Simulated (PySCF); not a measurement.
Input for PySCF:
```python
from pyscf import gto, scf, cc

mol = gto.Mole()
mol.atom = '''
    B    -1.11910595    0.43366543    0.05067460
    Cl    0.44881581   -0.11025720   -0.01488399
    H    -2.03433907   -0.29395469   -0.00034516
'''
mol.basis = '3-21g'
mol.spin = 1
mol.verbose = 5
mol.build()

mf = scf.UHF(mol)
mf.kernel()

mycc = cc.CCSD(mf)
mycc.diis_space = 3
mycc.kernel()
et = mycc.ccsd_t()
print('E(CCSD(T)) = %.10f' % (mycc.e_tot + et))
mf.analyze()
```

Q: Give the SCF-reference HOMO energy at the level CCSD(T)/3-21G run with PySCF.

A: -9.64 eV

Q: What SCF-reference <S^2> does CCSD(T)/3-21G give?

A: 0.753

Q: Predict the total energy from CCSD(T)/3-21G.

A: -482.4727 Eh

Q: Predict the coupled-cluster correlation energy (without the perturbative part) from CCSD(T)/3-21G.

A: -0.1036 Eh

These values belong to the state on which the SCF converged, which isn't shown to be the lowest.
